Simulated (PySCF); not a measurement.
Electron correlation in Pt²⁺ (platinum, charge +2)

[Xe] 4f14 5d7 6s1, high-spin 5F determinant (an excited configuration). All numbers are calculated (PySCF 2.14, scalar relativity by spin-free X2C-1e, in x2c-TZVPPall (11s7p7d3f1g, 97 functions)). Frozen: [Kr] 4d10 4f14; 16 electrons correlated.

```csv
level,correlation energy (mhartree)
CCSD,-397.72
(T),-8.69
CCSD(T),-406.41
```

Diagnostics: T1 = 0.0056, D1 = 0.0174, largest double amplitude 0.021.

Is a single reference adequate?

Yes, within this model without spin-orbit coupling: T1 lies below 0.03 and no double amplitude reaches 0.07.

This basis was not built for core-valence correlation, so the inner-shell part is incomplete.
